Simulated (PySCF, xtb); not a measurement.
C4H5Br. Atoms are numbered in the order given.

```xyz
10

C     -0.9564    -2.7271     0.0000
C     -0.2235    -1.6415     0.0000
C      0.5188    -0.5657     0.0000
C      2.0170    -0.4975     0.0000
Br    -0.3652     1.1548     0.0000
H     -1.2781    -3.1999    -0.9357
H     -1.2781    -3.1999     0.9357
H      2.3805     0.0428    -0.8887
H      2.3805     0.0428     0.8887
H      2.4426    -1.5116     0.0000
```

Geometry: B3LYP-D3(BJ)/def2-SVP.

These are C-PCM-ωB97X/def2-SVP (PySCF) values and carry that method's errors.

The values are the electrostatic part of the solvation free energy, E(continuum) − E(gas) at the gas-phase geometry, in a cavity of scaled van der Waals radii (PySCF's table); cavitation and dispersion terms are not included. In vacuum the orbital gap is 10.61 eV. The dipole moment in vacuum is 1.72 D.

Computed values in water (ε = 78.36), dichloromethane (ε = 8.93), N,N-dimethylformamide (ε = 37.22):
| solvent | ε | ΔG(elec) (kcal/mol) | dipole (D) | gap (eV) |
|---|---|---|---|---|
| water | 78.36 | -2.7 | 2.28 | 10.66 |
| dichloromethane | 8.93 | -2.4 | 2.21 | 10.66 |
| N,N-dimethylformamide | 37.22 | -2.6 | 2.27 | 10.66 |

For comparison, GFN2-xTB/ALPB(water) (xtb, at the GFN2-xTB geometry, all terms of that model) gives -2.5 kcal/mol.
